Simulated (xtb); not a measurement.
AgCl, triplet, geometry from GFN2-xTB (such geometries of metal compounds can be far from the true shape) (the multiplicity is a formal guess). Base run: GFN2-xTB (xtb).

Here is a job for xtb.
```
$ xtb mol.xyz --gfn 2 --uhf 2 --json

# file mol.xyz
2

Ag    -0.00000000    -0.00000000    -0.65923567
Cl     0.00000000     0.00000000     1.82259273
```

Variants of this job, named by their change:

```csv
change,ΔE vs base (kJ/mol),dipole (D),SCF cycles
base,0.00,0.18,26
alpb = water,-10.58,0.86,18
etemp = 3000,-55.6,0.23,15
acc = 30,0.00,0.18,23
acc = 1000,0.18,0.18,19
```

ALPB and GBSA are two models with their own fitted parameters for each solvent, which aren't always the measured dielectric constant.
